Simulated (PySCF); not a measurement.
# Structure elucidation problem

The spectra below were simulated for a compound C₆H₈NO₂P.

$^{1}$H NMR (400 MHz, computed): δ 8.32 (m, 1H), 7.74 (m, 1H), 7.57 (m, 1H), 7.00 (m, 1H), 6.96 (br s, 1H), 1.34 (m, 3H).

$^{13}$C{$^{1}$H} NMR (computed): δ 150.6 (C), 140.6 (CH), 129.8 (CH), 120.9 (CH), 118.9 (CH), 18.8 (CH3).

PySCF 2.14.0 with density-fitted response routines calculation with coordinates at the PBE0-D3(BJ)/def2-SVP level and KT3/pcSseg-1 with gauge-including orbitals; no solvent model, one computed conformer, no relativistic terms, averaged over atoms made equivalent by symmetry, fast rotation or ring inversion.

Chemical shifts δ = σref − σ; $^{1}$H and $^{13}$C vs TMS, all at this level.

Q: What is the structure?

A: 
1. 6 carbon signals for 6 carbons: no two carbons are equivalent.
2. Carbon types of the structure: 1 × C, 4 × CH, 1 × CH3, leaving 1 H on heteroatoms.
3. δC 150.6: substituted aromatic carbon next to a ring nitrogen.
4. δC 140.6: aromatic CH next to a ring nitrogen; the adjacent pyridine-type nitrogen withdraws density from it.
5. δC 129.8, 120.9, 118.9: aromatic CH.
6. δH 8.32: hydrogen on an aromatic CH next to a ring nitrogen; ring current plus the neighbouring ring nitrogen.
7. δH 7.74, 7.57, 7.00: hydrogen on an aromatic CH; aromatic region.
8. δH 6.96: hydrogen on an oxygen bonded to P; exchangeable; this is the value without hydrogen bonding to other molecules.
9. δH 1.34: hydrogen on a methyl carbon bonded to P.

These data were computed for SMILES C[P@](=O)(O)c1ccccn1.

The data come from this structure; uniqueness wasn't tested.

OH and NH positions are those of a molecule without intermolecular hydrogen bonds; in solution they move with solvent, concentration and temperature, and exchange usually removes their couplings. Splittings by $^{31}$P in the carbon and heteronuclear signals aren't shown, as no couplings were computed. Shifts are as computed, not scaled to solution data. Of 1309 compounds with measured shifts, 239 miss one by over three times the rms of a fit or turn the order of signals round; such compounds aren't used in these exercises. No couplings were computed; multiplicities are counted from neighbouring protons, with m where these are inequivalent, close in shift, in a saturated or five-membered ring or joined by F or P, and br s for small geminal =CH2 splittings.
